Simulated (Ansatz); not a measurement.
Conformers of Cl2FH3Si2, SMILES `F[SiH2][SiH](Cl)Cl`, each relaxed with PBE0-D4/def2-TZVP in Ansatz. CBS adds the triple-zeta coupled-cluster correction to the MP2 limit.

Not all of them had a frequency check.

Conformer A:

```xyz
8

F     1.154    0.678    1.924
Si    0.110    0.961    0.741
Si   -0.155   -0.962   -0.570
Cl    1.631   -1.476   -1.430
Cl   -1.507   -0.448   -2.029
H     0.634    2.060   -0.106
H    -1.189    1.347    1.347
H    -0.677   -2.161    0.123
```

Conformer B:

```xyz
8

F    -0.435   -2.178    0.332
Si   -0.704   -0.854   -0.527
Si    0.583    0.895    0.362
Cl    2.567    0.396    0.262
Cl    0.049    1.205    2.316
H    -2.149   -0.524   -0.448
H    -0.315   -1.117   -1.936
H     0.406    2.177   -0.360
```

Which is lowest in electronic energy at CCSD(T)/CBS (frozen core, def2 sets), and by how much? (An estimate is asked.)

The calculation gave: A; B lies 2.5 kJ/mol higher.

Give the energies relative to A (kJ/mol) with ωB97X-V/def2-TZVPP, r2SCAN/def2-TZVPP, PBE0/def2-TZVPP, HF/def2-TZVPP, HF/def2-QZVPP, SCS-MP2/def2-QZVPP, MP2/CBS(def2). (Estimate.)

Computed: 
```csv
level,B
ωB97X-V/def2-TZVPP,2.3
r2SCAN/def2-TZVPP,2.4
PBE0/def2-TZVPP,2.5
HF/def2-TZVPP,2.0
HF/def2-QZVPP,2.0
SCS-MP2/def2-QZVPP,2.4
MP2/CBS(def2),2.6
```
